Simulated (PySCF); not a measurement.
# Broadened absorption spectrum of C5H5NO

Compound: C₅H₅NO.
SMILES: `C(=O)n1cccc1`

The calculation used TDDFT PBE0/def2-SVPD, vertical, gas phase, core orbitals frozen in the response (PySCF 2.14.0, density-fitted response routines). Geometry: PBE0-D3(BJ)/def2-SVP, one conformer, isolated molecule. Torsions of this conformer, `[O:1]=[CH:2][n:3]1[cH:4][cH:5][cH:6][cH:7]1`: O1–C2–N3–C4 180°.

Computed states:

| state | E (eV) | f |
| --- | --- | --- |
| S1 | 4.59 | 0.014 |
| S2 | 4.99 | 0.0008 |
| S3 | 5.72 | 0.257 |
| S4 | 6.53 | 0.0027 |
| S5 | 7.00 | 0.172 |
| S6 | 7.07 | 0.0093 |
| S7 | 7.38 | 0.031 |
| S8 | 7.43 | 0.199 |
| S9 | 7.55 | 0.0032 |
| S10 | 7.78 | 0.0059 |

Each state is given a Gaussian of 0.5 eV full width at half maximum, with ε(max) = 2.175×10⁸ f / Δν̃ (Δν̃ the width in cm⁻¹). The cross-section is σ = 3.8235×10⁻²¹ ε cm², given in Mb (10⁻¹⁸ cm²). The width is an assumption, not a result. The curve ends short of the highest state used, and states not computed would add to its high-energy end.

Problem. What does the envelope look like, and where are its maxima?

Solution. 
```csv
λ (nm),σ (Mb)
172.6,51.47
176.9,44.64
181.2,29.55
185.5,12.75
189.8,3.86
194.1,1.41
198.4,2.79
202.7,9.68
207.0,24.27
211.3,42.17
215.6,52.58
219.9,48.83
224.2,34.91
228.5,19.80
232.9,8.99
237.2,3.54
241.5,1.35
245.8,0.76
250.1,0.87
254.4,1.33
258.7,1.93
263.0,2.51
267.3,2.88
271.6,2.94
275.9,2.68
280.2,2.21
284.5,1.66
288.8,1.14
293.1,0.72
297.4,0.43
301.7,0.24
306.0,0.12
310.4,0.06
314.7,0.03
319.0,0.01
323.3,0.01
```

Maxima: 270 nm (4.59 eV), ε about 770, made up of S1 (99%); 217 nm (5.72 eV), ε about 14000, made up of S3 (100%) (ε in L mol⁻¹ cm⁻¹; maxima over ε = 5, shares over 10%). At its high-energy end, 7.18 eV, the curve is still rising (ε about 13000, from S5 and S8).

Problem. What would ε be at 5.72 eV, the highest of these maxima, with half the width (0.25 eV)?

Solution. About 27700 L mol⁻¹ cm⁻¹ against 13900, a factor of about 2.00; a lone state at its own centre would give exactly 2.

Problem. Coming from long wavelengths, where does ε first pass 100 L mol⁻¹ cm⁻¹?

Solution. At about 298 nm (4.16 eV), 0.43 eV below S1.

Problem. On this curve, what absorbance would a 10⁻³ mol/L sample give at 222 nm over a 1 cm path?

Solution. 222 nm is 5.585 eV, where ε is about 11000 L mol⁻¹ cm⁻¹, so A = ε c l ≈ 11 (Beer–Lambert, with the gas-phase spectrum and the assumed width).

The vertical ionisation energy (ΔSCF) is 8.88 eV, 1.09 eV above S10.
